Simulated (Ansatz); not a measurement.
One change: `Cl[SiH](Cl)I` becomes `NC[SiH](Cl)Cl`.

Ansatz, PBE0-D4/def2-TZVP geometries, multiplicity 1. Each molecule was computed in one conformer, which needn't be the lowest.

Elements past krypton have def2 core potentials.

```json
{"property": "HOMO–LUMO gap (PBE/def2-TZVPP) / eV", "`Cl[SiH](Cl)I`": "5.00"}
{"property": "HOMO energy (PBE/def2-TZVPP) / eV", "`Cl[SiH](Cl)I`": "-6.97"}
{"property": "HOMO–LUMO gap (ωB97M-V/def2-TZVPP) / eV", "`Cl[SiH](Cl)I`": "11.05"}
{"property": "HOMO energy (PBE0/def2-TZVPP) / eV", "`Cl[SiH](Cl)I`": "-8.14"}
{"property": "HOMO–LUMO gap (PBE0/def2-TZVPP) / eV", "`Cl[SiH](Cl)I`": "7.02"}
{"property": "LUMO energy (PBE/def2-TZVPP) / eV", "`Cl[SiH](Cl)I`": "-1.97"}
```

**Question.** What does the change do to each property? (An estimate is asked.)

**Answer.** The calculation gave: 
```json
{"property": "HOMO–LUMO gap (PBE/def2-TZVPP) / eV", "`NC[SiH](Cl)Cl`": "4.89", "shift": "-0.11"}
{"property": "HOMO energy (PBE/def2-TZVPP) / eV", "`NC[SiH](Cl)Cl`": "-5.60", "shift": "1.37"}
{"property": "HOMO–LUMO gap (ωB97M-V/def2-TZVPP) / eV", "`NC[SiH](Cl)Cl`": "11.30", "shift": "0.25"}
{"property": "HOMO energy (PBE0/def2-TZVPP) / eV", "`NC[SiH](Cl)Cl`": "-6.99", "shift": "1.15"}
{"property": "HOMO–LUMO gap (PBE0/def2-TZVPP) / eV", "`NC[SiH](Cl)Cl`": "7.21", "shift": "0.19"}
{"property": "LUMO energy (PBE/def2-TZVPP) / eV", "`NC[SiH](Cl)Cl`": "-0.71", "shift": "1.26"}
```

With PBE0 the HOMO rises by 1.15 eV and the LUMO rises by 1.32 eV, so the gap widens by about 0.17 eV. PBE moves the HOMO by 1.37 eV and ωB97M-V by 0.96 eV.

Spin–orbit coupling is left out; it splits and shifts lone-pair levels of the heavy atoms by tenths of an eV.
